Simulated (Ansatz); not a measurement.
Consider the ligand exchange at the Si–O bond: `[SiH3][O][SnH3]` + `[NH2][Al]([NH2])[OH]` → `[NH2][Al]([NH2])[O][SiH3]` + `[OH][SnH3]`.

Isolated molecules relaxed with PBE0-D4/def2-TZVP in Ansatz; ΔE leaves out vibrations. CBS: MP2 limit from def2 TZ/QZ plus the TZ coupled-cluster correction, frozen cores. This one scheme is used for every species. DFT in def2-TZVPP. B3LYP here is the variant with VWN-RPA as its local correlation; programs differ in this. HSE06 is defined as in plane-wave codes. def2 core potentials past Kr. For Sn outer-core shells are correlated without core-valence functions, which leaves a few kJ/mol of doubt a bond. One conformer a species, not always the lowest.

```tsv
level	ΔE (kJ/mol)	difference from CCSD(T)/CBS
revPBE-D4	-9.5	-2.7
BLYP-D4	-10.4	-3.6
HSE06-D4	-9.9	-3.1
revPBE	-10.9	-4.1
r2SCAN	-10.2	-3.4
B3LYP	-11.6	-4.8
r2SCAN0	-10.1	-3.3
HSE06	-10.3	-3.5
LC-ωPBE	-9.4	-2.6
CCSD(T)/def2-SVP	-8.3	-1.5
MP2/def2-TZVPP	-7.3	-0.5
CCSD(T)/def2-TZVPP	-8.2	-1.4
MP2/def2-QZVPP	-6.3	0.5
SCS-MP2/def2-QZVPP	-7.4	-0.6
HF/CBS(def2)	-11.4	-4.6
MP2/CBS(def2)	-5.8	1.0
CCSD(T)/CBS	-6.8	0
```

Largest T1 diagnostic among the species: 0.014.

Leaving LDA and LC-ωPBE aside and taking each functional with its dispersion term where it has one, the values, not all of them listed here, spread over 2.8 kJ/mol, from B97M-V to ωB97M-V. In def2-TZVPP, CCSD(T) changes the Hartree–Fock value by +3.5 kJ/mol (the triples alone add +0.6 kJ/mol) and MP2 by +4.4 kJ/mol.
